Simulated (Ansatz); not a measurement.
Geometry optimisation, RKS PBE0/6-31G* (Ansatz).

The input (input.yaml):

```yaml
crystal:
  periodic: [false, false, false]
  atoms:
    - { symbol: Si, position_ang: [0.0, 0.0, 0.0] }
    - { symbol: Cl, position_ang: [0.0, 0.0, 2.48] }
    - { symbol: H, position_ang: [1.3768, 0.0, -0.4862] }
    - { symbol: H, position_ang: [-0.6877, 1.1914, -0.4862] }
    - { symbol: O, position_ang: [-0.7913, -1.3709, -0.5594] }
    - { symbol: H, position_ang: [-1.2459, -1.8365, 0.2129] }
    - { symbol: O, position_ang: [1.0334, -1.5693, 0.6243] }
    - { symbol: H, position_ang: [0.4671, -2.4013, 0.5398] }
    - { symbol: H, position_ang: [0.7454, -1.1319, 1.769] }
basis:
  gaussian: { orbitals: "6-31G*" }
hamiltonian:
  xc: pbe0
relax:
  f_tol: 0.15
  max_steps: 25
  restrain:
    - { distance: [0, 6], at: 1.68, k: 30.0 }
    - { distance: [8, 1], at: 1.37, k: 30.0 }
    - { distance: [0, 1], at: 3.33, k: 30.0 }
    - { distance: [8, 6], at: 2.21, k: 30.0 }
```

Command:

```bash
$ ansatz run input.yaml --threads 1 --pin off --max-ram 2048MiB --backend cpu --events-out ev --progress --plain --runs-dir out
```

Problem. Where does it end, and by what steps?

Solution. It converged. The restraints hold the end off the free minimum; the threshold counts their pulls, which the force column leaves out. Restrained pairs: Si1–O7 (1.98 → 1.68 Å), Cl2–H9 (1.53 → 1.33 Å), Si1–Cl2 (2.48 → 3.34 Å), O7–H9 (1.26 → 2.20 Å). After 17 steps the energy has fallen by 3.282 eV (the restraints' own energy left out); H3 moved furthest, 1.47 Å.

| step | energy less start (eV) | largest force component (eV/Å) | accepted |
| --- | --- | --- | --- |
| 0 | 0.0000 | 4.495 | yes |
| 1 | 0.4195 | 3.911 | yes |
| 2 | 0.3553 | 3.658 | yes |
| 3 | -0.5616 | 1.919 | yes |
| 4 | -1.2800 | 1.530 | yes |
| 5 | -1.8302 | 1.124 | yes |
| 6 | -2.3087 | 1.050 | yes |
| 7 | -2.6796 | 0.895 | yes |
| 8 | -2.8771 | 1.028 | yes |
| 9 | -2.9548 | 0.963 | yes |
| 10 | -3.0193 | 1.359 | yes |
| 11 | -3.0913 | 1.133 | yes |
| 12 | -3.1636 | 1.353 | yes |
| 13 | -3.2358 | 1.140 | yes |
| 14 | -3.2753 | 0.981 | yes |
| 15 | -3.2757 | 0.945 | yes |
| 16 | -3.2627 | 1.120 | no |
| 17 | -3.2816 | 0.906 | yes |

```xyz
9
Properties=species:S:1:pos:R:3
Si 0.329 -0.456 -0.364
Cl -0.986 -0.457 2.708
H 0.845 -0.514 -1.756
H 0.334 0.918 0.184
O -1.167 -1.140 -0.487
H -1.695 -1.068 0.320
O 1.382 -1.285 0.645
H 1.620 -2.174 0.351
H 0.236 -0.942 2.493
```

The run took 2.1 min on 1 thread of Arm Neoverse N1, with other jobs on the host, peak memory 0.15 GiB.
